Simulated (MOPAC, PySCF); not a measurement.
C₄H₅BO₂, SMILES `c1(O)cc(co1)B`, neutral singlet in the gas phase. 

Z-matrix (Å, degrees):
```
C
C 1 1.3897
O 2 1.3626 1 111.07
C 3 1.3765 2 106.73 1 -0.04
O 4 1.3394 3 116.46 2 -179.97
H 5 0.9767 4 108.26 3 -0.07
C 4 1.3693 5 132.55 6 179.93
H 7 1.0937 4 126.47 5 -0.01
H 2 1.0951 3 115.97 4 -180.00
B 1 1.5280 2 123.85 9 -0.02
H 10 1.2173 1 121.24 2 -179.98
H 10 1.2186 11 119.44 1 180.00
```
Charge 0, multiplicity 1.

All levels are single points at this geometry (PBE-D3(BJ)/def2-SVP); Pople sets use spherical d functions. Orbital energies aren't observables, and empty levels follow the basis.

```json
[
 {"level": "PBE-D3(BJ)/def2-TZVP in PySCF", "HOMO (eV)": "-5.36", "LUMO (eV)": "-2.60", "gap (eV)": "2.76", "dipole (D)": "2.73", "vertical IE, Delta-SCF (eV)": "8.31"},
 {"level": "B3LYP/6-31G* in PySCF", "HOMO (eV)": "-5.83", "LUMO (eV)": "-1.52", "gap (eV)": "4.31", "dipole (D)": "2.52", "vertical IE, Delta-SCF (eV)": "8.13"},
 {"level": "PBE/6-31G* in PySCF", "HOMO (eV)": "-5.01", "LUMO (eV)": "-2.25", "gap (eV)": "2.76", "dipole (D)": "2.85", "vertical IE, Delta-SCF (eV)": "8.08"},
 {"level": "HF/STO-3G in PySCF", "HOMO (eV)": "-6.37", "LUMO (eV)": "5.60", "gap (eV)": "11.96", "dipole (D)": "1.88", "vertical IE, Delta-SCF (eV)": "–"},
 {"level": "AM1 in MOPAC", "HOMO (eV)": "-8.97", "LUMO (eV)": "0.25", "gap (eV)": "9.22", "dipole (D)": "1.58", "vertical IE, Delta-SCF (eV)": "–"},
 {"level": "PM3 in MOPAC", "HOMO (eV)": "-9.14", "LUMO (eV)": "-0.47", "gap (eV)": "8.67", "dipole (D)": "2.51", "vertical IE, Delta-SCF (eV)": "–"}
]
```
